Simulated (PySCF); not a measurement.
CH4BrGaO, SMILES [CH3][Ga]([OH])[Br]. Geometry optimised at B3LYP-D3(BJ)/def2-SVP. The structure was generated by enumeration; whether it is a known compound was not checked. Other conformers were not sampled.

Computed equilibrium geometry at B3LYP-D3(BJ)/def2-SVP (PySCF confirms it by a frequency run) as bond lengths and angles, and its point group (one conformer of several):
point group Cs.
Atoms: Ga1 Br2 C3 H4 H5 H6 O7 H8. Bond lengths (Å): Ga1–Br2 2.322, Ga1–C3 1.955, Ga1–O7 1.786, C3–H4 1.100, C3–H5 1.099, C3–H6 1.100, O7–H8 0.966. Bond angles (°): Br2–Ga1–C3 123.5, Br2–Ga1–O7 115.1, C3–Ga1–O7 121.4, Ga1–C3–H4 109.7, Ga1–C3–H5 109.8, Ga1–C3–H6 109.7, H4–C3–H5 109.6, H4–C3–H6 108.3, H5–C3–H6 109.6, Ga1–O7–H8 114.7.
